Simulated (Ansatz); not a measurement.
Born–Oppenheimer molecular dynamics of CH₉NO₂Si (14 atoms, charge 0, multiplicity 1). It starts from a rough guess of a transition structure, not a stationary point.

Computed with Ansatz 0.2.0, UKS LDA/STO-3G.

- ensemble: NVE (velocity Verlet)
- time step: 0.5 fs
- steps asked: 150
- starting velocities drawn for: 300 K
- seed: 71789

First frame:

```xyz
14
Properties=species:S:1:pos:R:3
Si -1.050 -0.114 0.761
N 0.155 -1.773 0.218
H -1.736 0.556 -0.338
H -2.056 -0.971 1.403
O -0.565 0.613 2.123
H 0.890 -0.722 -0.171
O 0.701 0.541 -0.134
C 0.778 1.204 -1.356
H -0.222 -2.362 -0.506
H 0.490 -2.334 0.983
H 0.204 1.179 2.075
H 0.278 2.175 -1.280
H 0.302 0.636 -2.165
H 1.830 1.371 -1.613
```

How far do the bonds stretch over the last three quarters of this one trajectory? (Pairs bonded in most of those frames.)


```tsv
bond	mean (Å)	spread (Å)	shortest	longest
Si1–N2	1.845	0.041	1.79	1.91
Si1–H3	1.465	0.016	1.44	1.49
Si1–H4	1.463	0.025	1.42	1.50
Si1–O5	1.716	0.075	1.59	1.82
N2–H9	1.054	0.032	1.00	1.11
N2–H10	1.057	0.052	0.98	1.13
O5–H11	1.054	0.050	0.97	1.15
H6–O7	1.138	0.046	1.06	1.24
O7–C8	1.462	0.078	1.35	1.58
C8–H12	1.111	0.020	1.08	1.14
C8–H13	1.115	0.024	1.07	1.16
C8–H14	1.116	0.038	1.06	1.18
```

Mean temperature of the second half: 520 K. The conserved energy stayed within 0.49 meV per atom of its start (net change -0.24 meV per atom), so the integration is sound. The system heated up, since it started high on the potential surface and ran downhill. A run of 0.075 ps of so small a system gives no equilibrium averages. The orbitals stay closed-shell, which can raise the energy where a bond breaks towards radicals; this wasn't checked here. Limits of this set-up: minimal basis.

The run took 5.4 min on 1 thread of Arm Neoverse V2, on a shared host, peak memory 0.11 GiB.
